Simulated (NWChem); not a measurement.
Everything below was run with NWChem. System: boroxine (H₃B₃O₃), charge 0, spin multiplicity 1, at a geometry optimised with B3LYP/def2-SVP. Level: MP2/def2-SVP, 6 core orbitals frozen.

Output (cleaned and shortened):

```
             Northwest Computational Chemistry Package (NWChem) 7.3.0
             --------------------------------------------------------

                                NWChem Input Module
                                -------------------

 Scaling coordinates for geometry "geometry" by  1.889725989
 (inverse scale =  0.529177249)

 Turning off AUTOSYM since
 SYMMETRY directive was detected!

                             Geometry "geometry" -> ""
                             -------------------------

 Output coordinates in angstroms (scale by  1.889725989 to convert to a.u.)

  No.       Tag          Charge          X              Y              Z
 ---- ---------------- ---------- -------------- -------------- --------------
    1 B                    5.0000     0.00000000     0.00000000     1.38078700
    2 O                    8.0000    -1.18454300     0.00000000     0.68390300
    3 B                    5.0000    -1.19574200     0.00000000    -0.69038000
    4 O                    8.0000     0.00000000     0.00000000    -1.36783200
    5 B                    5.0000     1.19574200     0.00000000    -0.69038000
    6 O                    8.0000     1.18454300     0.00000000     0.68390300
    7 H                    1.0000     0.00000000     0.00000000     2.58047100
    8 H                    1.0000    -2.23471200     0.00000000    -1.29020200
    9 H                    1.0000     2.23471200     0.00000000    -1.29020200

 Effective nuclear repulsion energy (a.u.)     201.1021073435

            Nuclear Dipole moment (a.u.)
            ----------------------------
        X                 Y               Z
 ---------------- ---------------- ----------------
     0.0000000000     0.0000000000    -0.0000113384

      Symmetry information
      --------------------

 Group name             C2v
 Group number             16
 Group order               4
 No. of unique centers     6

      Symmetry unique atoms

     1    2    3    4    7    8


 Summary of "ao basis" -> "" (spherical)
 ------------------------------------------------------------------------------
       Tag                 Description            Shells   Functions and Types
 ---------------- ------------------------------  ------  ---------------------
 *                          def2-svp                  on all atoms

 Summary of "ao basis" -> "ao basis" (spherical)
 ------------------------------------------------------------------------------
       Tag                 Description            Shells   Functions and Types
 ---------------- ------------------------------  ------  ---------------------
 B                          def2-svp                 6       14   3s2p1d
 O                          def2-svp                 6       14   3s2p1d
 H                          def2-svp                 3        5   2s1p

                                 NWChem SCF Module
                                 -----------------

  ao basis        = "ao basis"
  functions       =    99
  atoms           =     9
  closed shells   =    21
  open shells     =     0
  charge          =   0.00
  wavefunction    = RHF
  use symmetry    = T
  symmetry adapt  = T

 Summary of "ao basis" -> "ao basis" (spherical)
 ------------------------------------------------------------------------------
       Tag                 Description            Shells   Functions and Types
 ---------------- ------------------------------  ------  ---------------------
 B                          def2-svp                 6       14   3s2p1d
 O                          def2-svp                 6       14   3s2p1d
 H                          def2-svp                 3        5   2s1p

      Symmetry analysis of basis
      --------------------------

        a1         41
        a2         11
        b1         31
        b2         16

 Forming initial guess at       0.1s

      Superposition of Atomic Density Guess
      -------------------------------------

 Sum of atomic energies:        -299.08328264

      Non-variational initial energy
      ------------------------------

 Total energy =    -301.883170
 1-e energy   =    -806.411657
 2-e energy   =     303.426380
 HOMO         =      -0.434819
[...]
    20      0.235961  2 O  pz                76      0.235961  6 O  pz
    51      0.222238  4 O  pz                 6      0.215091  1 B  pz
    86     -0.192326  7 H  s                 34      0.175686  3 B  pz
    62      0.175686  5 B  pz

 Vector   21  Occ=2.000000D+00  E=-5.021348D-01  Symmetry=b1
              MO Center=  2.7D-12,  1.5D-26, -4.1D-01, r^2= 4.4D+00
   Bfn.  Coefficient  Atom+Function         Bfn.  Coefficient  Atom+Function
  ----- ------------  ---------------      ----- ------------  ---------------
    18      0.285268  2 O  px                74      0.285268  6 O  px
    90      0.232978  8 H  s                 95     -0.232978  9 H  s
    46      0.211311  4 O  px                32      0.201954  3 B  px
    60      0.201954  5 B  px                21      0.195048  2 O  px
    77      0.195048  6 O  px                91      0.166569  8 H  s

 Vector   22  Occ=0.000000D+00  E= 1.265430D-01  Symmetry=b2
              MO Center=  3.0D-13,  4.9D-14,  7.2D-01, r^2= 4.3D+00
   Bfn.  Coefficient  Atom+Function         Bfn.  Coefficient  Atom+Function
  ----- ------------  ---------------      ----- ------------  ---------------
     8      0.740967  1 B  py                 5     -0.381273  1 B  py
    36     -0.370463  3 B  py                64     -0.370463  5 B  py
    50      0.264257  4 O  py                33      0.190628  3 B  py
    61      0.190628  5 B  py                47      0.173074  4 O  py

 Vector   23  Occ=0.000000D+00  E= 1.265472D-01  Symmetry=a2
              MO Center= -2.5D-12,  1.4D-17, -7.2D-01, r^2= 4.3D+00
   Bfn.  Coefficient  Atom+Function         Bfn.  Coefficient  Atom+Function
  ----- ------------  ---------------      ----- ------------  ---------------
    36      0.641699  3 B  py                64     -0.641699  5 B  py
    33     -0.330189  3 B  py                61      0.330189  5 B  py
    22     -0.228858  2 O  py                78      0.228858  6 O  py

 Vector   24  Occ=0.000000D+00  E= 1.826698D-01  Symmetry=a1
              MO Center=  1.1D-15, -1.4D-15,  7.2D-06, r^2= 6.0D+00
   Bfn.  Coefficient  Atom+Function         Bfn.  Coefficient  Atom+Function
  ----- ------------  ---------------      ----- ------------  ---------------
     3      1.340835  1 B  s                 31      1.340848  3 B  s
    59      1.340848  5 B  s                 86     -0.848007  7 H  s
    91     -0.847991  8 H  s                 96     -0.847991  9 H  s
    17     -0.555785  2 O  s                 45     -0.555779  4 O  s
    73     -0.555785  6 O  s                  9      0.260291  1 B  pz

 center of mass
 --------------
 x =   0.00000000 y =   0.00000000 z =  -0.00000115

 moments of inertia (a.u.)
 ------------------
         308.679892940624           0.000000000000           0.000000000000
           0.000000000000         617.343028768763           0.000000000000
           0.000000000000           0.000000000000         308.663135828139

  Mulliken analysis of the total density
  --------------------------------------

    Atom       Charge   Shell Charges
 -----------   ------   -------------------------------------------------------
    1 B    5     4.58   1.99  0.73  0.04  1.41  0.20  0.20
    2 O    8     8.34   1.99  1.05  0.62  2.90  1.76  0.01
    3 B    5     4.58   1.99  0.73  0.04  1.41  0.20  0.20
    4 O    8     8.34   1.99  1.05  0.62  2.90  1.76  0.01
    5 B    5     4.58   1.99  0.73  0.04  1.41  0.20  0.20
    6 O    8     8.34   1.99  1.05  0.62  2.90  1.76  0.01
    7 H    1     1.09   0.76  0.31  0.01
    8 H    1     1.09   0.76  0.31  0.01
    9 H    1     1.09   0.76  0.31  0.01

       Multipole analysis of the density wrt the origin
       ------------------------------------------------

     L   x y z        total         open         nuclear
     -   - - -        -----         ----         -------
     0   0 0 0     -0.000000      0.000000     42.000000

     1   1 0 0     -0.000000      0.000000      0.000000
     1   0 1 0      0.000000      0.000000      0.000000
     1   0 0 1      0.000070      0.000000     -0.000011

     2   2 0 0    -28.344417      0.000000    166.897757
     2   1 1 0      0.000000      0.000000      0.000000
     2   1 0 1     -0.000000      0.000000      0.000000
     2   0 2 0    -22.953984      0.000000      0.000000
     2   0 1 1     -0.000000      0.000000      0.000000
     2   0 0 2    -28.343664      0.000000    166.906083

                   NWChem MP2 Semi-direct Energy/Gradient Module
                   ---------------------------------------------

  Basis functions       =     99
  Molecular orbitals    =     99
  Frozen core           =      6
  Frozen virtuals       =      0
  Active alpha occupied =     15
  Active beta occupied  =     15
  Active alpha virtual  =     78
  Active beta virtual   =     78
  Use MO symmetry       = T
  Use skeleton AO sym   = T

  AO/Fock/Back tols     =   1.0D-09  1.0D-09  1.0D-09

 GA uses MA = F    GA memory limited = T

 Available:
  local mem=  1.26D+08
 global mem=  1.44D+08
 local disk=  0.00D+00
  mp2_memr nvloc                    78
  nvloc new                    78
   1 passes of  15:        3145728                      49829                  19445389.
   1 passes of  15: M    126140843           G      144159598           F     122995115.

 Semi-direct pass number   1 of   1  for RHF alpha+beta  at        1.3s
  vrange nnbf                  4884
  mp2_eaftype                    74  avail_ma_in_mb                  1099
 EAF : mp2_eaftype filesize          74    9722694.
  mp2_eaf for mointskh                     74
Node 0 wrote     45.7 Mb in      0.0 s     Agg I/O rate:  1467.1 Mb/s
 Done moints_semi at        3.9s
  mp2_eaftype                    74  avail_ma_in_mb                  1025
 EAF : mp2_eaftype filesize          74    9722694.
  mp2_eaf for kh                    74
 Done maket at        4.2s
 Done multipass loop at        4.2s

          -------------------------------------------
          SCF energy                -300.467399760110
          Correlation energy          -0.767897011888
          Singlet pairs               -0.467367291020
          Triplet pairs               -0.300529720868
          Total MP2 energy          -301.235296771998
          -------------------------------------------

          ---------------------------------------------------
                    Spin Component Scaled (SCS) MP2
          Same spin pairs                     -0.200353147246
          Same spin scaling factor             0.333333333333
          Opposite spin pairs                 -0.567543864643
          Opposite spin scaling fact.          1.200000000000
          SCS-MP2 correlation energy          -0.747837019987
          Total SCS-MP2 energy              -301.215236780097
          ---------------------------------------------------

 -----------------------
 Performance information
 -----------------------

 Timer overhead =  2.17D-07 seconds/call

               Nr. of calls         CPU time (s)                 Wall time (s)                GFlops
             ---------------    -------------------     ------------------------------   -------------------
Name         Min   Avg   Max    Min     Avg     Max     Min     Avg     Max   Mx/calls   Min     Max     Sum
mp2: moin     1     1     1    2.6     2.6     2.6      2.6     2.6     2.6     2.6      0.0     0.0     0.0
mp2: make     1     1     1   0.23    0.23    0.23     0.23    0.23    0.23    0.23      0.0     0.0     0.0
mp2: tota     1     1     1    2.9     2.9     2.9      2.9     2.9     2.9     2.9      0.0     0.0     0.0

 The average no. of pstat calls per process was 3.00D+00
 with a timing overhead of 6.51D-07s

 Task  times  cpu:        4.1s     wall:        4.1s

 Total times  cpu:        4.2s     wall:        4.2s
```

Q: Write an NWChem input that would produce this output.

A: One answer among several that fit: 
```
start mol
memory heap 200 mb stack 900 mb global 1100 mb
geometry units angstroms nocenter noautoz
  B      0.000000     0.000000     1.380787
  O     -1.184543     0.000000     0.683903
  B     -1.195742     0.000000    -0.690380
  O      0.000000     0.000000    -1.367832
  B      1.195742     0.000000    -0.690380
  O      1.184543     0.000000     0.683903
  H      0.000000     0.000000     2.580471
  H     -2.234712     0.000000    -1.290202
  H      2.234712     0.000000    -1.290202
  symmetry group C2v
end
basis spherical
  * library def2-svp
end
scf
  rhf
  nopen 0
  maxiter 100
  thresh 1e-7
  semidirect memsize 60000000 filesize 0
end
mp2
  freeze core 6
end
task mp2 energy
```
